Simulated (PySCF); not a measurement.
## The electron affinity along group 11

Calculated with PySCF 2.14 from differences of total energies of unrestricted determinants, without spin-orbit coupling. Values in eV. The last column holds reference values (measured affinities from photodetachment; the arrow runs from anion to atom). Unmarked ones compare directly (S terms, centres of terms, or small fine structure); those marked * lie between the lowest fine-structure levels and include a spin-orbit shift.

| element | configurations | MP2 (valence) | SCS-MP2 (valence) | CCSD (valence) | LDA | PBE0 | r2SCAN | reference |
| --- | --- | --- | --- | --- | --- | --- | --- | --- |
| Cu (aug-cc-pVTZ-PP with ECP10MDF, ECP) | [Ar] 3d10 4s2 → [Ar] 3d10 4s1 | 0.869 | 0.910 | 1.007 | 1.584 | 1.066 | 1.250 | 1.236 |
| Ag (aug-cc-pVTZ-PP with ECP28MDF, ECP) | [Kr] 4d10 5s2 → [Kr] 4d10 5s1 | 1.052 | 1.067 | 1.099 | 1.660 | 1.147 | 1.271 | 1.304 |
| Au (aug-cc-pVTZ-PP with ECP60MDF, ECP) | [Xe] 4f14 5d10 6s2 → [Xe] 4f14 5d10 6s1 | 2.152 | 2.105 | 1.991 | 2.611 | 1.994 | 2.193 | 2.309 |

Question: Which of these methods has the smallest mean absolute error against the measured values here?

Answer: r2SCAN, with 0.054 eV.

```tsv
method	elements	mean error (eV)	mean absolute error (eV)	largest error (eV)
MP2 (valence)	3	-0.259	0.259	-0.366
SCS-MP2 (valence)	3	-0.256	0.256	-0.326
CCSD (valence)	3	-0.251	0.251	-0.318
LDA	3	0.335	0.335	0.356
PBE0	3	-0.214	0.214	-0.315
r2SCAN	3	-0.045	0.054	-0.116
```

The highest occupied level of the anion is positive for Cu⁻ at LDA, PBE0, r2SCAN; Ag⁻ at LDA, PBE0, r2SCAN; Au⁻ at LDA, r2SCAN, so there the basis helps to hold the electron.

Errors include the incompleteness of the basis and the frozen core.

"Valence" correlates the outer s and p shells and, in groups 3 to 12 and the f block, the outer d or f shell, open or full, or the next shell where the ion has no valence electron left; the wider scheme adds the next inner shell.
